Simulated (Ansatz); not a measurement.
A CCSD(T) single point on CH₈O₃Si₂, SMILES `CO[SiH](O)O[SiH3]`.

```yaml
crystal:
  periodic: [false, false, false]
  atoms:
    - {symbol: C, position_ang: [0.177295, 0.759187, 2.245417]}
    - {symbol: O, position_ang: [0.213995, -0.418555, 1.471155]}
    - {symbol: Si, position_ang: [0.882244, -0.517027, -0.013808]}
    - {symbol: O, position_ang: [0.778628, -2.078335, -0.473650]}
    - {symbol: O, position_ang: [0.100928, 0.388716, -1.109009]}
    - {symbol: Si, position_ang: [-1.129197, 0.350213, -2.193469]}
    - {symbol: H, position_ang: [-0.553824, 1.469080, 1.846237]}
    - {symbol: H, position_ang: [-0.114458, 0.492450, 3.262275]}
    - {symbol: H, position_ang: [1.156476, 1.249980, 2.283156]}
    - {symbol: H, position_ang: [2.273466, -0.022617, 0.029083]}
    - {symbol: H, position_ang: [0.716973, -2.735332, 0.220831]}
    - {symbol: H, position_ang: [-1.532303, 1.751543, -2.467618]}
    - {symbol: H, position_ang: [-0.679796, -0.291357, -3.453989]}
    - {symbol: H, position_ang: [-2.290406, -0.397946, -1.646621]}
basis:
  gaussian: {orbitals: def2-TZVPP}
correlation: {method: ccsd_t}
```

```sh
$ ansatz run in.yaml --threads 2 --pin off --events-out ev --progress --plain --max-ram 22528MiB --backend cuda --devices 0, --max-vram 18GiB
```

Log, shortened:

```
Functional definition: HF
1889 factors; integrals over basis functions are off by at most 1.1e-3 eV
mean field evaluation 1: about -22996.2497 eV, gradient 5.5e1 eV
mean field evaluation 2: about -22996.6321 eV, gradient 5.6e1 eV
mean field evaluation 4: about -23002.4258 eV, gradient 4.3e0 eV
mean field evaluation 8: about -23002.5044 eV, gradient 2.9e-1 eV
mean field -23002.50457594 eV, -845.3264515082 hartree, gradient 2.6e-6 eV, S^2 0.000000; 0 other end points of the search recorded, 0 dependent functions left out
14 core orbitals not correlated: weight in the atoms' cores, before any rotation towards them, 1.000 or more for the frozen orbitals, at most 0.000 for the correlated occupied ones
reference -23002.50457594 eV, -845.3264515082 hartree; 19, 19 occupied and 287, 287 virtual orbitals, 1889 factors
second order -30.61380408 eV of doubles, -0.00000000 eV of singles
cycle   1  -30.98933455 eV  change   -3.8e-1 eV  update   1.2e-1
cycle   2  -31.73697680 eV  change   -7.5e-1 eV  update   3.3e-2
cycle   3  -31.90101149 eV  change   -1.6e-1 eV  update   1.6e-2
cycle   4  -31.88187498 eV  change    1.9e-2 eV  update   3.3e-3
cycle   5  -31.88138017 eV  change    4.9e-4 eV  update   1.5e-3
cycle   6  -31.88229625 eV  change   -9.2e-4 eV  update   4.1e-4
cycle   7  -31.88204158 eV  change    2.5e-4 eV  update   1.6e-4
cycle   8  -31.88196457 eV  change    7.7e-5 eV  update   4.3e-5
cycle   9  -31.88197536 eV  change   -1.1e-5 eV  update   1.6e-5
perturbative correction -1.10339153 eV, -0.0405488907 hartree
Total energy: -23035.48994283 eV, -846.5386413830 hartree
```

Run time 19 s (2 threads of an AMD EPYC 7R13 on a shared host and a share of an NVIDIA H100 80 GB); peak host memory 0.86 GiB.

MP2 recovers 92.8 % of the CCSD(T) correlation energy and the triples give 3.3 %; T1 = 0.0115.
